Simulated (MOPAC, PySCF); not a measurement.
H8Si4, SMILES `[SiH2]=[Si]([SiH3])[SiH3]`, neutral singlet in the gas phase. 

Cartesian coordinates (Å):
SMILES: [SiH3][Si]([SiH3])=[SiH2]
```xyz
12

Si     0.4375     2.2343     0.0474
Si     0.0318     0.1355    -0.0313
Si     1.8284    -1.2908     0.2873
Si    -2.1779    -0.4934    -0.3241
H      1.7961     2.7920     0.2405
H     -0.6070     3.2703    -0.1263
H      2.0159    -2.1845    -0.8867
H      3.0457    -0.4579     0.4713
H      1.6272    -2.1431     1.4895
H     -2.3407    -1.3175    -1.5516
H     -2.9920     0.7437    -0.4502
H     -2.6649    -1.2888     0.8344
```
Charge 0, multiplicity 1.

All levels are single points at this geometry (PBE0-D3(BJ)/def2-TZVP); Pople sets use spherical d functions. Orbital energies aren't observables, and empty levels follow the basis.

```json
[
 {"level": "PBE0-D3(BJ)/def2-TZVP in PySCF", "HOMO (eV)": "-6.04", "LUMO (eV)": "-2.05", "gap (eV)": "4.00", "dipole (D)": "0.12", "vertical IE, Delta-SCF (eV)": "–"},
 {"level": "B3LYP/3-21G in PySCF", "HOMO (eV)": "-5.86", "LUMO (eV)": "-1.99", "gap (eV)": "3.87", "dipole (D)": "0.14", "vertical IE, Delta-SCF (eV)": "–"},
 {"level": "M06-2X/6-31G* in PySCF", "HOMO (eV)": "-6.72", "LUMO (eV)": "-1.22", "gap (eV)": "5.50", "dipole (D)": "0.03", "vertical IE, Delta-SCF (eV)": "–"},
 {"level": "PBE/6-31G* in PySCF", "HOMO (eV)": "-5.16", "LUMO (eV)": "-2.58", "gap (eV)": "2.57", "dipole (D)": "0.08", "vertical IE, Delta-SCF (eV)": "7.66"},
 {"level": "SVWN5/6-31G* in PySCF", "HOMO (eV)": "-5.22", "LUMO (eV)": "-2.69", "gap (eV)": "2.54", "dipole (D)": "0.12", "vertical IE, Delta-SCF (eV)": "7.81"},
 {"level": "HF/3-21G in PySCF", "HOMO (eV)": "-7.64", "LUMO (eV)": "0.82", "gap (eV)": "8.46", "dipole (D)": "0.16", "vertical IE, Delta-SCF (eV)": "–"},
 {"level": "HF/STO-3G in PySCF", "HOMO (eV)": "-3.47", "LUMO (eV)": "6.49", "gap (eV)": "9.97", "dipole (D)": "0.03", "vertical IE, Delta-SCF (eV)": "–"},
 {"level": "PM3 in MOPAC", "HOMO (eV)": "-7.80", "LUMO (eV)": "-2.22", "gap (eV)": "5.58", "dipole (D)": "0.24", "vertical IE, Delta-SCF (eV)": "–"},
 {"level": "PM6 in MOPAC", "HOMO (eV)": "-7.50", "LUMO (eV)": "-1.90", "gap (eV)": "5.61", "dipole (D)": "1.19", "vertical IE, Delta-SCF (eV)": "–"}
]
```
